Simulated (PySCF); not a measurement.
# Working out the excitation energy of Br

Br [Ar] 3d10 4s2 4p5 (2P) → Br [Ar] 3d10 4s1 4p6 (2S). Computed with PySCF 2.14 in aug-cc-pVDZ-PP with ECP10MDF, with scalar relativity through the core potential. Frozen: 3s2 3p6 3d10. Energies in hartree (1 hartree = 27.21139 eV):

```json
{"part": "UHF", "Br (lower)": "-415.474798", "Br (upper)": "-414.921531"}
{"part": "CCSD correlation", "Br (lower)": "-0.113827", "Br (upper)": "-0.254361"}
{"part": "(T)", "Br (lower)": "-0.001795", "Br (upper)": "-0.020860"}
```

**Question.** What does Hartree-Fock give?

**Answer.** (-414.921531) − (-415.474798) = 0.553267 hartree = 15.055 eV.

**Question.** What do CCSD and CCSD(T) give?

**Answer.** The CCSD correlation energies differ by -0.140534 hartree = -3.824 eV and the triples by -0.019065 hartree = -0.519 eV, so CCSD gives 11.231 eV and CCSD(T) 10.712 eV.

A double-zeta basis recovers only part of the correlation energy.

The coupled-cluster amplitudes are large, so a single reference is strained.
